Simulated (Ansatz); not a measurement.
Mulliken charges of CH₅BO₂Si, SMILES `B[SiH](O)C=O` from r2SCAN/def2-TZVPP in Ansatz (PBE0-D4/def2-TZVP geometry).

| atom | x (Å) | y (Å) | z (Å) | charge (e) |
| --- | --- | --- | --- | --- |
| B1 | -1.864 | 0.052 | 0.063 | -0.085 |
| Si2 | 0.042 | -0.519 | 0.244 | 0.486 |
| O3 | 0.725 | -0.306 | 1.722 | -0.431 |
| C4 | 1.196 | 0.481 | -0.940 | 0.112 |
| O5 | 2.147 | 1.049 | -0.457 | -0.291 |
| H6 | -2.532 | 0.411 | 0.985 | 0.035 |
| H7 | -2.369 | 0.030 | -1.022 | 0.020 |
| H8 | 0.141 | -1.935 | -0.229 | -0.096 |
| H9 | 1.572 | 0.153 | 1.677 | 0.211 |
| H10 | 1.026 | 0.534 | -2.040 | 0.039 |

Task: By hand: the dipole of these point charges (1 e Å = 4.8032 D).

Result: Σ q r = (-0.402, -0.122, -0.291) e Å, of length 0.511 e Å = 2.45 D.

Task: How does the dipole of the full density compare? (Best estimate.)

Result: Ansatz gave: (-0.195, -0.063, -0.275) e Å, 1.65 D; the point charges give 1.48 times that, at 19° from its direction.

Point charges leave out the atoms' own dipoles, such as those of lone pairs, and Mulliken's split depends on the basis, so the two needn't agree.
